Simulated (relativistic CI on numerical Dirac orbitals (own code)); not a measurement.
Line list: Electric-dipole lines, Au LXXIX

Calculated at this level of theory: Dirac equation for one electron, model QED (radiative potential, 1s self-energy scaled to tabulated hydrogen-like ionisation energies) (own radial code, finite nucleus).

CI space: 1s, 2s, 2p, 3s, 3p, 3d, 4s, 4p, 4d, 4f, 5s, 5p, 5d, 5f, 5g, 6s, 6p, 6d. Levels of other configurations are missing.

```tsv
λ vac (nm)	Lower	Upper	A (s⁻¹)	log gf	S velocity/length
0.01732	1s 2S_1/2 [1]	2p 2P°_3/2 [4]	2.23e+16	-0.40	1.00
0.01788	1s 2S_1/2 [1]	2p 2P°_1/2 [2]	2.54e+16	-0.61	1.00
0.06713	2p 2P°_1/2 [2]	4d 2D_3/2 [12]	8.43e+14	-0.64	1.00
0.07601	2p 2P°_3/2 [4]	4d 2D_5/2 [15]	8.03e+14	-0.38	1.00
0.08724	2p 2P°_1/2 [2]	3d 2D_3/2 [7]	2.41e+15	0.04	1.00
0.08743	2s 2S_1/2 [3]	3p 2P°_3/2 [8]	7.45e+14	-0.47	1.00
0.09174	2s 2S_1/2 [3]	3p 2P°_1/2 [5]	1.13e+15	-0.54	1.00
0.10196	2p 2P°_3/2 [4]	3d 2D_5/2 [9]	2.48e+15	0.37	1.00
0.10354	2p 2P°_3/2 [4]	3d 2D_3/2 [7]	4.10e+14	-0.58	1.00
0.17983	3p 2P°_1/2 [5]	5d 2D_3/2 [19]	1.17e+14	-0.64	1.00
0.19775	3d 2D_3/2 [7]	5f 2F°_5/2 [21]	1.77e+14	-0.21	1.00
0.19780	3p 2P°_3/2 [8]	5d 2D_5/2 [22]	1.34e+14	-0.33	1.00
0.20313	3d 2D_5/2 [9]	5f 2F°_7/2 [24]	1.77e+14	-0.06	1.00
0.25188	3p 2P°_1/2 [5]	4d 2D_3/2 [12]	2.16e+14	-0.08	1.00
0.25233	3s 2S_1/2 [6]	4p 2P°_3/2 [13]	8.89e+13	-0.47	1.00
0.26752	3s 2S_1/2 [6]	4p 2P°_1/2 [10]	1.50e+14	-0.49	1.00
0.28596	3d 2D_3/2 [7]	4f 2F°_5/2 [14]	5.22e+14	0.58	1.00
0.28605	3p 2P°_3/2 [8]	4d 2D_5/2 [15]	2.71e+14	0.30	1.00
0.29134	3p 2P°_3/2 [8]	4d 2D_3/2 [12]	4.80e+13	-0.61	1.00
0.29603	3d 2D_5/2 [9]	4f 2F°_7/2 [16]	5.35e+14	0.75	1.00
0.29873	3d 2D_5/2 [9]	4f 2F°_5/2 [14]	3.51e+13	-0.55	1.00
0.31141	3p 2P°_3/2 [8]	4s 2S_1/2 [11]	9.72e+13	-0.55	1.00
0.40463	4p 2P°_3/2 [13]	6d 2D_5/2 [30]	3.36e+13	-0.31	1.00
0.55093	4p 2P°_1/2 [10]	5d 2D_3/2 [19]	3.99e+13	-0.14	1.00
0.55182	4s 2S_1/2 [11]	5p 2P°_3/2 [20]	1.95e+13	-0.45	1.00
0.56226	2s 2S_1/2 [3]	2p 2P°_3/2 [4]	1.43e+13	-0.57	1.00
0.58893	4s 2S_1/2 [11]	5p 2P°_1/2 [17]	3.47e+13	-0.44	1.00
0.61610	4d 2D_3/2 [12]	5f 2F°_5/2 [21]	9.52e+13	0.51	1.00
0.61625	4p 2P°_3/2 [13]	5d 2D_5/2 [22]	5.61e+13	0.28	1.00
0.63473	4f 2F°_5/2 [14]	5g 2G_7/2 [23]	1.63e+14	0.90	1.00
0.63479	4d 2D_5/2 [15]	5f 2F°_7/2 [24]	1.01e+14	0.69	1.00
0.64341	4f 2F°_7/2 [16]	5g 2G_9/2 [25]	1.65e+14	1.01	1.00
0.67665	4p 2P°_3/2 [13]	5s 2S_1/2 [18]	3.26e+13	-0.35	1.00
1.0242	5p 2P°_1/2 [17]	6d 2D_3/2 [28]	1.10e+13	-0.16	1.00
1.0998	5s 2S_1/2 [18]	6p 2P°_1/2 [26]	1.11e+13	-0.39	1.00
1.1351	5p 2P°_3/2 [20]	6d 2D_5/2 [30]	1.67e+13	0.29	1.00
1.2537	5p 2P°_3/2 [20]	6s 2S_1/2 [27]	1.31e+13	-0.21	1.00
1.8638	3p 2P°_1/2 [5]	3d 2D_3/2 [7]	1.59e+12	-0.48	1.00
1.8866	3s 2S_1/2 [6]	3p 2P°_3/2 [8]	2.33e+12	-0.30	1.00
4.4555	4p 2P°_1/2 [10]	4d 2D_3/2 [12]	4.99e+11	-0.23	1.00
4.5098	4s 2S_1/2 [11]	4p 2P°_3/2 [13]	5.79e+11	-0.15	1.00
8.7783	5p 2P°_1/2 [17]	5d 2D_3/2 [19]	1.79e+11	-0.08	1.00
8.8847	5s 2S_1/2 [18]	5p 2P°_3/2 [20]	1.91e+11	-0.04	1.01
15.280	6p 2P°_1/2 [26]	6d 2D_3/2 [28]	7.49e+10	0.02	1.00
15.464	6s 2S_1/2 [27]	6p 2P°_3/2 [29]	7.69e+10	0.04	1.01
```

Terms are leading LS components. Brackets give the number of a level in order of energy, since labels repeat. The list gives strong lines, with weight on those to low levels. Levels whose partners in the same complex of configurations lie outside the list can be far off, and so can their lines. Rates are taken at the computed energies, electric ones in the length gauge. A velocity-to-length ratio far from 1 marks an uncertain rate.
